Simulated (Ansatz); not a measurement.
Gas-phase electronic energies from Ansatz, PBE0-D4/def2-TZVP geometries. CCSD(T)/CBS adds triple-zeta CCSD(T) − MP2 to the extrapolated MP2 energy (def2 sets, frozen cores). Functionals use def2-TZVPP. Each species was taken in one conformer, which may not be the lowest.

Reaction (isomerisation): `CC[Si]CC` → `[SiH3]C1CCC1`

```csv
level,ΔE (kJ/mol)
BLYP,-30.2
RPA@PBE/def2-TZVPP,-50.4
MP2/def2-QZVPP,-60.5
CCSD/CBS(def2),-48.4
```

What does CCSD(T)/CBS give? (Estimate.)

Computed: -48.3 kJ/mol. The listed levels differ from it by 18.1, -2.1, -12.2, -0.1 kJ/mol.

Largest T1 diagnostic among the species: 0.011.

From PBE to PBE0 (25 % exact exchange), in def2-TZVPP and without D4, ΔE moves by −9.7 kJ/mol. Leaving LDA and LC-ωPBE aside and taking each functional with its dispersion term where it has one, the values, not all of them listed here, spread over 34.1 kJ/mol, from ωB97X-V to BLYP-D4. LDA lies −12.6 kJ/mol from PBE without D4.
